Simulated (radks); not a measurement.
The numbers below are computed, except where a source is named.
Ionisation of neutral calcium, [Ar] 4s2, to [Ar] 4s1 as the strength of local exchange is varied. Level of theory: Dirac Kohn-Sham, Slater X-alpha exchange (alpha = 2/3 is LDA exchange), no correlation, spin-unpolarised, spherical densities, point nucleus (a radial shooting solver on a logarithmic mesh with Libxc functionals).

alpha = 0.594: E(Ca) (hartree) -673.56239; exchange (hartree) -29.00880; IE (eV) 5.228; -e of the level emptied (eV) 2.722 (4s1/2); <r> of it (bohr) 4.199
alpha = 0.667: E(Ca) (hartree) -677.13538; exchange (hartree) -32.71882; IE (eV) 5.593; -e of the level emptied (eV) 3.045 (4s1/2); <r> of it (bohr) 4.094
alpha = 0.736: E(Ca) (hartree) -680.52717; exchange (hartree) -36.25461; IE (eV) 5.949; -e of the level emptied (eV) 3.363 (4s1/2); <r> of it (bohr) 4.001
alpha = 0.752: E(Ca) (hartree) -681.31569; exchange (hartree) -37.07853; IE (eV) 6.033; -e of the level emptied (eV) 3.439 (4s1/2); <r> of it (bohr) 3.980
alpha = 0.862: E(Ca) (hartree) -686.75740; exchange (hartree) -42.78407; IE (eV) 6.625; -e of the level emptied (eV) 3.977 (4s1/2); <r> of it (bohr) 3.844
alpha = 0.91: E(Ca) (hartree) -689.14323; exchange (hartree) -45.29621; IE (eV) 6.892; -e of the level emptied (eV) 4.222 (4s1/2); <r> of it (bohr) 3.788
alpha = 0.93: E(Ca) (hartree) -690.13934; exchange (hartree) -46.34695; IE (eV) 7.004; -e of the level emptied (eV) 4.326 (4s1/2); <r> of it (bohr) 3.766
alpha = 1.024: E(Ca) (hartree) -694.83699; exchange (hartree) -51.31714; IE (eV) 7.543; -e of the level emptied (eV) 4.827 (4s1/2); <r> of it (bohr) 3.664

NIST Atomic Spectra Database: 6.113 eV (measured). The Delta-SCF value meets it near alpha = 0.77. Spin polarisation and multiplet splitting are left out, so open shells lie too high by an amount that depends on their filling.

Beside tabulated values, note that spin-unpolarised runs miss the spin-polarisation part of the exchange energy of open shells.
